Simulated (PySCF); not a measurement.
A side-by-side comparison of computed properties.

First species: C9H6.
Structure used (GFN2-xTB), in Å, numbered top down from 1:
```xyz
15
C9H6 angstrom
C      4.5541   -1.0464    0.2155
C      3.3728   -0.9844   -0.0194
C      2.0480   -0.9206   -0.2901
C      0.8605   -0.8648   -0.5343
C     -0.5029   -0.8284   -0.8330
C     -1.3287    0.1657   -0.4496
C     -2.7897    0.1768   -0.7764
C     -0.8474    1.2644    0.2950
C     -0.4641    2.2097    0.9302
H      5.5802   -1.1010    0.4215
H     -0.8886   -1.6620   -1.4081
H     -3.3768    0.1992    0.1422
H     -3.0672   -0.7024   -1.3537
H     -3.0397    1.0707   -1.3482
H     -0.1150    3.0314    1.4807
```

Second species: C₇H₈O₂.
SMILES: `C1[C@H](C#CC=O)[C@@H]1OC`

Levels: PBE0/def2-SVPD for dipole moment, HOMO energy, LUMO energy, HOMO–LUMO gap, static isotropic polarisability and electronic spatial extent ⟨r²⟩ about the centre of nuclear charge; TDDFT PBE0/def2-SVPD for lowest singlet excitation; TDA PBE0/def2-SVPD for lowest triplet excitation (Tamm–Dancoff); GFN2-xTB for rotational constant A and rotational constant C. Geometries: GFN2-xTB. All species are isolated and taken at one optimised geometry, non-relativistic unless stated. Electronic properties by PySCF.

Dipoles, sizes and rotational constants follow the conformer. The torsions of the flexible species, by atom-mapped SMILES:
- `[CH3:1][O:2][C@@H:3]1[CH2:4][C@@H:5]1[C:6]#[C:7][CH:8]=[O:9]`: C1–O2–C3–C4 154°

Values for the first species:

| Property | Result |
| --- | --- |
| Dipole moment | 1.24 D |
| HOMO energy | -6.52 eV |
| LUMO energy | -1.96 eV |
| HOMO–LUMO gap | 4.56 eV |
| Lowest singlet excitation | 3.90 eV |
| Lowest triplet excitation (Tamm–Dancoff) | 2.46 eV |
| Static isotropic polarisability | 123.9 au |
| Electronic spatial extent ⟨r²⟩ about the centre of nuclear charge | 1683 bohr² |
| Rotational constant A | 3.812 GHz |
| Rotational constant C | 0.637 GHz |

Question: Estimate the same properties for the second species, and the change in each.

Answer: 
| property | first | second | second less first |
| --- | --- | --- | --- |
| dipole moment | 1.24 D | 4.57 D | +3.33 D |
| HOMO energy | -6.52 eV | -7.45 eV | -0.93 eV |
| LUMO energy | -1.96 eV | -1.79 eV | +0.17 eV |
| HOMO–LUMO gap | 4.56 eV | 5.66 eV | +1.10 eV |
| lowest singlet excitation | 3.90 eV | 3.82 eV | -0.08 eV |
| lowest triplet excitation (Tamm–Dancoff) | 2.46 eV | 3.22 eV | +0.76 eV |
| static isotropic polarisability | 123.9 au | 94.1 au | -29.8 au |
| electronic spatial extent ⟨r²⟩ about the centre of nuclear charge | 1683 bohr² | 1583 bohr² | -100 bohr² |
| rotational constant A | 3.812 GHz | 2.998 GHz | -0.814 GHz |
| rotational constant C | 0.637 GHz | 0.702 GHz | +0.065 GHz |

On the first: The vertical singlet–triplet gap S1 − T1 is 1.44 eV (TDDFT singlet less Tamm–Dancoff triplet; S1: HOMO−1→LUMO, weight 0.96; T1: HOMO→LUMO, weight 0.95).

On the second: The dipole matches unit charges of opposite sign 0.95 Å apart (1 e·Å = 4.8032 D). S1 lies 1.84 eV below the HOMO–LUMO gap; its leading configuration is HOMO−1→LUMO, weight 0.98.
